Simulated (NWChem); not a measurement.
Species: ZrH$_{4}$S; SMILES [ZrH3][SH]

def2 effective core potentials on Zr; no spin-orbit coupling.

Q: Give the equilibrium geometry at PBE0/def2-SVP with def2 effective core potentials on Zr (NWChem) as a Z-matrix, with the point group.

A: point group Cs; any orientation.
```
Zr
H 1 1.8444
H 1 1.8444 2 109.53
H 1 1.8484 2 111.60 3 124.13
S 1 2.4038 2 108.39 3 -118.11
H 5 1.3630 1 84.26 2 -120.52
```
